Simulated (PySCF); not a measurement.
Gas-phase reaction: ZnCH3 + 5 CH3 = ZnH2 + 2 C3H8. Level: M06-2X/def2-TZVP†; standard pressure 1 bar.

Computed with PySCF and rigid-rotor harmonic-oscillator thermochemistry at 1 bar. † marks an energy on the PBE0/def2-TZVP geometry and frequencies. Open shells (unrestricted): ZnCH3 (multiplicity 2), CH3 (multiplicity 2); the rest are closed-shell singlets. Zn: all electrons, no relativistic terms. ZnCH3, ZnH2: computed as isolated molecules; such fragments, hydroxides, amides, oligomers or adducts are transient or little studied in the gas. The harmonic model lacks anharmonicity and excited electronic states, which grow with temperature; levels with a mode under 35 cm⁻¹ are left out. Internal rotation in C3H8 is treated as a harmonic vibration of one conformer, which makes the entropy rough.

| T (K) | 1000/T (1/K) | log10 K |
|---|---|---|
| 600 | 1.6667 | 60.08 |
| 800 | 1.2500 | 38.29 |
| 1000 | 1.0000 | ? |
| 1200 | 0.8333 | 16.63 |
| 1400 | 0.7143 | 10.52 |
| 1600 | 0.6250 | 5.98 |

Problem. Fit log10 K = a + b·(1000/T) to the five rows, get the mean ΔH° and ΔS°, and predict log10 K at 1000 K.

Solution. Means: 1000/T = 1.0179, log10 K = 26.300. Sums of products about the means: Sxy = 39.25896, Sxx = 0.755432, so b = Sxy/Sxx = 51.97 and a = 26.300 − (51.97)×1.0179 = -26.60.
ΔH° = −R ln 10 × 1000 K × b = −19.145 × (51.97) = -995 kJ; ΔS° = R ln 10 × a = -509 J/K. The run's own values go from -1001 kJ and -518 J/K at 600 K to -969 kJ and -491 J/K at 1600 K.
Prediction at 1000 K: -26.60 + (51.97)×1.0000 = 25.37. The computed value is 25.26, 0.11 from the line.
For scale, ΔH°(298 K) is -990 kJ at this level, -1021 kJ at ωB97M-V/def2-TZVP†, and runs from -1513 to -625 kJ over the 20 levels computed.
